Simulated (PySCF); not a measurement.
C₄H₃F₃O₂.
SMILES with atom numbers: `[O:1]=[C:2]1[CH2:3][C@H:4]([C:5]([F:6])([F:7])[F:8])[O:9]1` (hydrogens: H10, H11 on C3; H12 on C4)

Structure used (GFN2-xTB), in Å, numbered top down from 1:
```xyz
12
C4H3F3O2 angstrom
O     -2.3106    1.5150    0.8493
C     -1.4454    0.8956    0.3404
C     -1.0127   -0.5621    0.2679
C      0.0957    0.0061   -0.6291
C      1.5102   -0.1191   -0.0629
F      1.8894   -1.4070   -0.0550
F      2.4097    0.5486   -0.7832
F      1.5922    0.3179    1.1946
O     -0.4275    1.3274   -0.4707
H     -1.7220   -1.2290   -0.2145
H     -0.6864   -0.9876    1.2143
H      0.1085   -0.3067   -1.6772
```

PySCF closed-shell single points with density fitting, gas phase. The input was altered on purpose; the results of an altered input aren't properties of the species above.

What comes out at B97-2/pcSseg-1 with: at most 72 cycles, bond O1–C2 scaled by 2.0?

E = -602.4285 Eh; HOMO -5.10 eV, LUMO -3.77 eV (gap 1.33 eV), in 35 cycles. The distance O1···C2 goes from 1.180 to 2.359 Å, the nuclear repulsion from 493.61 to 516.93 Eh. Only C2 was moved, along that bond; its nearest neighbour is now C4 at 0.861 Å. The response step found this closed-shell solution unstable or close to it.

Coordinates of the altered input:
```
atom  x, y, z in Å
O1    -2.3106    1.5150    0.8493
C2    -0.5801    0.2762   -0.1685
C3    -1.0127   -0.5621    0.2679
C4     0.0957    0.0061   -0.6291
C5     1.5102   -0.1191   -0.0629
F6     1.8894   -1.4070   -0.0550
F7     2.4097    0.5486   -0.7832
F8     1.5922    0.3179    1.1946
O9    -0.4275    1.3274   -0.4707
H10   -1.7220   -1.2290   -0.2145
H11   -0.6864   -0.9876    1.2143
H12    0.1085   -0.3067   -1.6772
```

The SCF part of the output:
```
final grid: 118176 points
cycle   1  E = -601.4796712759  dE =  5.340e+00  |g| = 1.861e+00  |ddm| = 3.885e+00
cycle   2  E = -584.5521847758  dE =  1.693e+01  |g| = 4.578e+00  |ddm| = 2.877e+01
cycle   3  E = -601.5074742124  dE = -1.696e+01  |g| = 1.750e+00  |ddm| = 2.760e+01
cycle   4  E = -600.7507670649  dE =  7.567e-01  |g| = 2.127e+00  |ddm| = 3.994e+00
cycle   5  E = -601.5622138474  dE = -8.114e-01  |g| = 1.672e+00  |ddm| = 3.957e+00
cycle   6  E = -601.6684926892  dE = -1.063e-01  |g| = 1.527e+00  |ddm| = 2.184e-01
cycle   7  E = -602.0211683458  dE = -3.527e-01  |g| = 1.213e+00  |ddm| = 1.023e+00
cycle   8  E = -602.1138144974  dE = -9.265e-02  |g| = 1.048e+00  |ddm| = 6.737e-01
cycle   9  E = -601.9755393140  dE =  1.383e-01  |g| = 1.241e+00  |ddm| = 3.694e-01
cycle  10  E = -602.0779119072  dE = -1.024e-01  |g| = 1.103e+00  |ddm| = 2.670e-01
... (15 lines left out)
cycle  26  E = -602.4284534725  dE = -6.259e-07  |g| = 2.921e-04  |ddm| = 8.118e-03
cycle  27  E = -602.4284536922  dE = -2.196e-07  |g| = 2.281e-04  |ddm| = 5.854e-03
cycle  28  E = -602.4284538115  dE = -1.193e-07  |g| = 1.168e-04  |ddm| = 3.968e-03
cycle  29  E = -602.4284538468  dE = -3.533e-08  |g| = 1.172e-04  |ddm| = 1.426e-03
cycle  30  E = -602.4284538815  dE = -3.471e-08  |g| = 5.227e-05  |ddm| = 1.621e-03
cycle  31  E = -602.4284539015  dE = -2.003e-08  |g| = 3.843e-05  |ddm| = 1.257e-03
cycle  32  E = -602.4284539116  dE = -1.001e-08  |g| = 3.716e-05  |ddm| = 8.962e-04
cycle  33  E = -602.4284539203  dE = -8.772e-09  |g| = 1.916e-05  |ddm| = 1.360e-03
cycle  34  E = -602.4284539215  dE = -1.217e-09  |g| = 7.772e-06  |ddm| = 5.105e-04
cycle  35  E = -602.4284539218  dE = -2.838e-10  |g| = 5.152e-06  |ddm| = 1.605e-04
converged SCF energy = -602.4284539218
```
